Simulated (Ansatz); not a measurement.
Ga4O6. The state is a singlet with charge 0. Geometry PBE-D4/def2-SVP; atoms count from 1.

```csv
atom,x (Å),y (Å),z (Å)
Ga1,-2.478,0.103,1.764
Ga2,1.173,-0.334,0.230
Ga3,2.140,0.271,-2.874
Ga4,-1.192,0.456,-0.638
O5,-2.942,-0.221,3.342
O6,2.931,-0.684,-0.011
O7,-0.463,-0.167,1.044
O8,3.241,-0.387,-1.396
O9,0.422,0.298,-1.454
O10,-2.832,0.665,-0.007
```

The structure holds 1 bond(s) between oxygen atoms. Another isomer (singlet) lies 1.46 eV lower at PBE0-D4/def2-TZVP; other spin states weren't run for this one.

(1) Estimate the Mulliken populations from the PBE0/def2-TZVP orbitals of Ansatz.

(2) And the Mayer bond orders between heavy atoms (over 0.3)?

Answers

(1) 
```json
{"atom": "Ga1", "charge (e)": "0.59"}
{"atom": "Ga2", "charge (e)": "0.76"}
{"atom": "Ga3", "charge (e)": "0.35"}
{"atom": "Ga4", "charge (e)": "0.76"}
{"atom": "O5", "charge (e)": "-0.51"}
{"atom": "O6", "charge (e)": "-0.22"}
{"atom": "O7", "charge (e)": "-0.47"}
{"atom": "O8", "charge (e)": "-0.34"}
{"atom": "O9", "charge (e)": "-0.48"}
{"atom": "O10", "charge (e)": "-0.43"}
```
Mulliken values depend strongly on the basis.

(2) Ga1–O5 2.07 (1.68 Å); Ga1–O10 0.86 (1.89 Å); Ga2–O6 1.21 (1.81 Å); Ga2–O7 0.95 (1.84 Å); Ga2–O9 0.74 (1.95 Å); Ga3–O8 0.73 (1.96 Å); Ga4–O7 0.75 (1.94 Å); Ga4–O9 1.01 (1.82 Å); Ga4–O10 1.26 (1.77 Å); O6–O8 0.82 (1.45 Å).
